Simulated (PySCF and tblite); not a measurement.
The numbers below are computed, except where a source is named.
C9H8F2S2, numbered as in [CH3:1][CH2:2][c:3]1[cH:4][c:5]2[c:6]([CH:7]([F:8])[F:9])[cH:10][s:11][c:12]2[s:13]1.

Search: ETKDG and KDG, MMFF94s, GFN2-xTB, 90 starts; geometries at GFN2-xTB. Free energies are PBE0-D3(BJ)/6-31G* single points with GFN2-xTB rigid-rotor and vibrational terms (modes under about 100 cm⁻¹ blended into free rotors). Symmetry numbers and mirror images are counted. Conformers within 2.5 kcal/mol (GFN2-xTB free energy) were kept, 4 at most. (PySCF 2.14, tblite 0.8.)

An NOE distance is ⟨r⁻⁶⟩^(−1/6) over all pairs of like atoms and, for the average, over conformers.

Torsions listed: C1–C2–C3–S13, C5–C6–C7–F8. Of a mirror pair one member is shown.

```json
{"conformer": "1", "shape": "-72°, 59°", "weight %": "82.1"}
{"conformer": "2", "shape": "72°, -149°", "weight %": "9.5"}
{"conformer": "3", "shape": "-72°, -147°", "weight %": "8.3"}
```

Which H–H contacts under 3.5 Å would NOEs report (pairs on one atom left out) at 298.15 K?


| pair | in 1 (Å) | in 2 (Å) | in 3 (Å) | average (Å) |
| --- | --- | --- | --- | --- |
| H1 ··· H2 | 2.61 | 2.61 | 2.61 | 2.61 |
| H7 ··· H10 | 2.61 | 3.87 | 3.87 | 2.69 |
| H2 ··· H4 | 2.86 | 2.86 | 2.85 | 2.86 |
| H4 ··· H7 | 4.30 | 2.65 | 2.65 | 3.40 |

Longer pairs under the limit may be missing.

In a model where alignment follows shape alone (order matrix 0.001 × (3G/tr G − 1)/2, G the second moments of the atom positions; splitting J + 2D), what are the one-bond C–H dipolar couplings D?

H1 -0.9 Hz (-0.9 in conformer 1), H2 4.9 Hz (4.9 in conformer 1), H4 6.0 Hz (6.0 in conformer 1), H7 -12.2 Hz (-14.8 in conformer 1), H10 -15.7 Hz (-15.6 in conformer 1).


Conformer gaps in 6-31G* on xTB geometries can be 2 kcal/mol off for S=O, P=O and other polar bonds.